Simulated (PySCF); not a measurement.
BrF2HOSi, SMILES O[Si](F)(F)Br.

Coordinates come from a PBE-D3(BJ)/def2-SVP optimisation. This is a generated structure with no PubChem entry under its InChIKey; it may be hypothetical. Other conformers were not sampled.

Calculation: PBE-D3(BJ)/def2-SVP run with PySCF.

Frequencies are harmonic and unscaled.

### Question
List the normal modes with their intensities. (Estimate from the structure and the level; the computed values follow.)

### Answer

```json
[
 {"mode": "1", "ν (cm⁻¹)": "119", "IR (km/mol)": "69.0", "moving atoms (share of kinetic energy)": "H 62 %, F 35 %"},
 {"mode": "2", "ν (cm⁻¹)": "188", "IR (km/mol)": "0.9", "moving atoms (share of kinetic energy)": "O 42 %, F 36 %, Br 10 %"},
 {"mode": "3", "ν (cm⁻¹)": "205", "IR (km/mol)": "28.2", "moving atoms (share of kinetic energy)": "F 46 %, H 32 %, Si 10 %"},
 {"mode": "4", "ν (cm⁻¹)": "264", "IR (km/mol)": "15.7", "moving atoms (share of kinetic energy)": "F 38 %, Br 37 %, O 20 %"},
 {"mode": "5", "ν (cm⁻¹)": "319", "IR (km/mol)": "21.3", "moving atoms (share of kinetic energy)": "F 66 %, Si 20 %, O 12 %"},
 {"mode": "6", "ν (cm⁻¹)": "320", "IR (km/mol)": "44.2", "moving atoms (share of kinetic energy)": "O 44 %, F 37 %, Si 17 %"},
 {"mode": "7", "ν (cm⁻¹)": "470", "IR (km/mol)": "130.8", "moving atoms (share of kinetic energy)": "Si 51 %, F 20 %, Br 14 %, H 9 %"},
 {"mode": "8", "ν (cm⁻¹)": "751", "IR (km/mol)": "109.0", "moving atoms (share of kinetic energy)": "H 43 %, O 32 %, F 22 %"},
 {"mode": "9", "ν (cm⁻¹)": "856", "IR (km/mol)": "226.1", "moving atoms (share of kinetic energy)": "H 34 %, Si 30 %, F 29 %"},
 {"mode": "10", "ν (cm⁻¹)": "941", "IR (km/mol)": "144.5", "moving atoms (share of kinetic energy)": "F 51 %, Si 49 %"},
 {"mode": "11", "ν (cm⁻¹)": "975", "IR (km/mol)": "134.6", "moving atoms (share of kinetic energy)": "Si 47 %, O 34 %, F 12 %"},
 {"mode": "12", "ν (cm⁻¹)": "3754", "IR (km/mol)": "112.9", "moving atoms (share of kinetic energy)": "H 94 %"}
]
```
